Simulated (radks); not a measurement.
Removal energies from the barium ion Ba13+, [Kr] 4d(3/2: 4, 5/2: 3), by Delta-SCF beside the eigenvalue of the level emptied. Calculated with a radial shooting solver on a logarithmic mesh with Libxc functionals: Dirac Kohn-Sham, relativistic LDA (MacDonald-Vosko exchange, VWN5 correlation), spin-unpolarised, spherical densities, finite nucleus; Fermi nuclear charge, rms radius of each element as measured or else 0.836 A^(1/3) + 0.57 fm. Sub-shells are occupied by j as written (lower j first in brackets).

| removed from | final configuration | Delta-SCF (eV) | -eigenvalue (eV) |
|---|---|---|---|
| 4d5/2 | [Kr] 4d(3/2: 4, 5/2: 2) | 327.73 | 312.97 |
| 4d3/2 | [Kr] 4d(3/2: 3, 5/2: 3) | 330.96 | 316.08 |
| 4p3/2 | [Ar] 3d10 4s2 4p(1/2: 2, 3/2: 3) 4d(3/2: 4, 5/2: 3) | 419.07 | 403.57 |
| 4p1/2 | [Ar] 3d10 4s2 4p(1/2: 1, 3/2: 4) 4d(3/2: 4, 5/2: 3) | 436.24 | 420.32 |
